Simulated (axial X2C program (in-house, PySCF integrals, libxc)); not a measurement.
## Low determinants of AlPd at the PBE0 level, with spin–orbit coupling

Computed with an in-house relativistic program for diatomic molecules. Two-component (2c) means X2C with spin–orbit coupling and atomic mean-field two-electron Coulomb and Gaunt terms. Basis: Pd dyall-cv3z [12s12p8d5f3g], Al dyall-v3z [8s8p2d1f] (cores contracted in-house); Gaussian nuclei, density fitting, unrestricted open shells. Masses: Pd 105.903 u, Al 26.982 u.

Search at 2.230 Å (vertical energies from the lowest determinant):

```
ΔE (eV)    state  electrons beyond evenly filled partner blocks  electrons in ±ω = 1/2, 3/2, 5/2, 7/2
   0.00  Ω = 1/2                                        ω = 1/2                             39 16 4 0
   1.27  Ω = 3/2                                        ω = 3/2                             38 17 4 0
   1.74  Ω = 5/2                                        ω = 5/2                             40 16 3 0
   2.03  Ω = 3/2                                        ω = 3/2                             40 15 4 0
   2.60  Ω = 5/2                           2 × ω = 1/2, ω = 3/2                             38 17 4 0
   2.65  Ω = 9/2                      ω = 1/2, ω = 3/2, ω = 5/2                             39 17 3 0
   2.84  Ω = 1/2                    ω = -1/2, ω = -3/2, ω = 5/2                             39 17 3 0
```

Lowest determinant, Ω = 1/2 (⟨Sz⟩ = 0.50, ⟨Lz⟩ = 0.00 at PBE0): Re = 2.223 Å, ωe = 370.2 cm⁻¹.

The determinant in row 2 of the search, Ω = 3/2 (⟨Sz⟩ = 0.50, ⟨Lz⟩ = 1.00 at PBE0), was followed along the bond at PBE0; measured from the minimum of the lowest determinant it gives:

Te = 1.272 eV (10259 cm⁻¹), Re = 2.247 Å, ωe = 333.4 cm⁻¹.

(1) Compare the bond of the determinant in row 2 with that of the lowest one.

The search compares states at one distance, so a state with another bond length can lie lower; it is not exhaustive and yields mostly the lowest determinant of each block pattern, so other components and higher states of one pattern are missing. These are energies of single determinants, not of spin-adapted states; PBE0 term energies can be off by some tenths of an eV, and the functional has no current term.

Answers

(1) At PBE0 its Re is 0.024 Å longer and its force constant, which goes as ωe², is 0.81 times that of the lowest determinant. T0 ≈ Te + Δωe/2 = 10259 + (-18) = 10241 cm⁻¹.
